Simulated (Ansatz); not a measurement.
C2HBFN, relaxed with RKS PBE0-D4/def2-TZVP in Ansatz from a PBE-D4/def2-SVP geometry. The force threshold is 0.005 eV/Å; the program also tests the step.

Total charge 0; spin multiplicity 1. The bonds changed during the relaxation, so this is another structure than the one it started from.

Start:

```xyz
6

F    -0.851   -2.162    0.920
B    -0.441   -0.984    0.617
C     0.001    0.321    0.321
C     0.460    0.714   -0.962
N     0.841    1.038   -2.028
H    -0.010    1.072    1.131
```

(1) How much energy does the relaxation release, and in how many steps? (Estimate.)

(2) Which bonds change most? (Best estimate.)

(3) Give the relaxed structure. (Estimate.)

Results:

(1) Ansatz gave: 1.18 kcal/mol, in 6 steps.

(2) Ansatz gave: C4–N5 from 1.177 to 1.155 Å; C3–H6 from 1.105 to 1.086 Å; B2–C3 from 1.409 to 1.392 Å; F1–B2 from 1.284 to 1.269 Å.

(3) Computed: 
```xyz
6

F    -0.838   -2.138    0.896
B    -0.435   -0.970    0.609
C     0.000    0.322    0.327
C     0.454    0.703   -0.951
N     0.826    1.014   -1.999
H    -0.008    1.068    1.117
```
